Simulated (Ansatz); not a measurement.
A run of Ansatz (development build ahead of 0.2.0) on singlet H₁₀ at this shape:

```xyz
10

H     1.6200    0.0000    0.0000
H     1.3106    0.9522    0.0000
H     0.5006    1.5407    0.0000
H    -0.5006    1.5407    0.0000
H    -1.3106    0.9522    0.0000
H    -1.6200    0.0000    0.0000
H    -1.3106   -0.9522    0.0000
H    -0.5006   -1.5407    0.0000
H     0.5006   -1.5407    0.0000
H     1.3106   -0.9522    0.0000
```

Its results:

| Item | Value |
| --- | --- |
| Converged | yes |
| Reference energy | -5.37640 hartree |
| Correlation energy | -0.12620 hartree |
| Total energy | -5.50260 hartree |

Forces (eV/Å):
```json
{"atom": "H1", "Fx": "-0.158", "Fy": "0.000", "Fz": "0.000"}
{"atom": "H2", "Fx": "-0.128", "Fy": "-0.093", "Fz": "0.000"}
{"atom": "H3", "Fx": "-0.049", "Fy": "-0.150", "Fz": "0.000"}
{"atom": "H4", "Fx": "0.049", "Fy": "-0.150", "Fz": "0.000"}
{"atom": "H5", "Fx": "0.128", "Fy": "-0.093", "Fz": "0.000"}
{"atom": "H6", "Fx": "0.158", "Fy": "0.000", "Fz": "0.000"}
{"atom": "H7", "Fx": "0.128", "Fy": "0.093", "Fz": "0.000"}
{"atom": "H8", "Fx": "0.049", "Fy": "0.150", "Fz": "0.000"}
{"atom": "H9", "Fx": "-0.049", "Fy": "0.150", "Fz": "0.000"}
{"atom": "H10", "Fx": "-0.128", "Fy": "0.093", "Fz": "0.000"}
```

Which input gives this output? Name the method, the orbitals and the basis set, and write the input.

RHF-MP2 in 6-31G. An unrestricted run that stays on the closed shell gives the same numbers.

```yaml
crystal:
  periodic: [false, false, false]
  atoms:
    - { symbol: H, position_ang: [1.62, 0.0, 0.0] }
    - { symbol: H, position_ang: [1.31061, 0.95221, 0.0] }
    - { symbol: H, position_ang: [0.50061, 1.54071, 0.0] }
    - { symbol: H, position_ang: [-0.50061, 1.54071, 0.0] }
    - { symbol: H, position_ang: [-1.31061, 0.95221, 0.0] }
    - { symbol: H, position_ang: [-1.62, 0.0, 0.0] }
    - { symbol: H, position_ang: [-1.31061, -0.95221, 0.0] }
    - { symbol: H, position_ang: [-0.50061, -1.54071, 0.0] }
    - { symbol: H, position_ang: [0.50061, -1.54071, 0.0] }
    - { symbol: H, position_ang: [1.31061, -0.95221, 0.0] }
basis:
  gaussian: { orbitals: "6-31G" }
hamiltonian:
  xc: hf
correlation:
  method: mp2
  frozen_orbitals: { H: 0 }
output:
  forces: true
```

Caution: bonds are stretched, where a single reference can fail; stretched shape with no unrestricted run beside it, a lower state can exist.
